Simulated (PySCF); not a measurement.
A GIAO shielding run with PySCF 2.14.0 with density-fitted response routines (density fitting, non-relativistic, gas phase) on `C=C(C)[C@H]1CCCCNC1`, C9H17N:

```
$ OMP_NUM_THREADS=1 python probes_run.py task.json out

{"job": {"kind": "nmr", "xc": "wB97X-D", "basis": "pcSseg-1", "pop": false}, "charge": 0, "multiplicity": 1}
C      2.488644    -0.991702     0.161170
C      1.888978    -0.017701    -0.534581
C      2.686231     1.005488    -1.289547
C      0.385967     0.159016    -0.582115
C     -0.424189    -1.106191    -0.291370
C     -1.793088    -1.129490    -0.972846
C     -2.845799    -0.174467    -0.423613
C     -2.403567     1.279810    -0.268257
N     -1.380440     1.483035     0.731339
C     -0.000595     1.350039     0.342534
H      3.579271    -1.064273     0.195396
H      1.925539    -1.744039     0.718747
H      2.443679     0.970144    -2.365489
H      3.767623     0.846603    -1.174868
H      2.454748     2.029029    -0.951335
H      0.139950     0.458081    -1.618937
H      0.147538    -1.972456    -0.658740
H     -0.535641    -1.255275     0.798428
H     -1.640909    -0.920461    -2.047918
H     -2.195812    -2.155170    -0.925157
H     -3.174668    -0.528153     0.572212
H     -3.743926    -0.218792    -1.064290
H     -2.036034     1.677332    -1.230794
H     -3.288759     1.890923    -0.014365
H     -1.583299     0.938080     1.562816
H      0.333437     2.285030    -0.143125
H      0.592083     1.264480     1.267915
```

Hardware: 1 thread of an Arm Neoverse N1, shared host. The job also computes ring-centre shieldings.

(1) How large is the calculation?

(2) How long does it take, and how much memory does it need?

(3) And these other runs on the same molecule and hardware: GIAO shielding at PBE0/pcSseg-1?

## Answers

(1) 78 electrons, 255 basis functions and 1309 auxiliary functions.

(2) 2.3 min of wall time, with 13 SCF cycles and 6 response iterations; peak memory 1.4 GiB. Times on a shared host scatter by some tens of per cent.

(3) PBE0/pcSseg-1: 255 functions, 2.2 min.
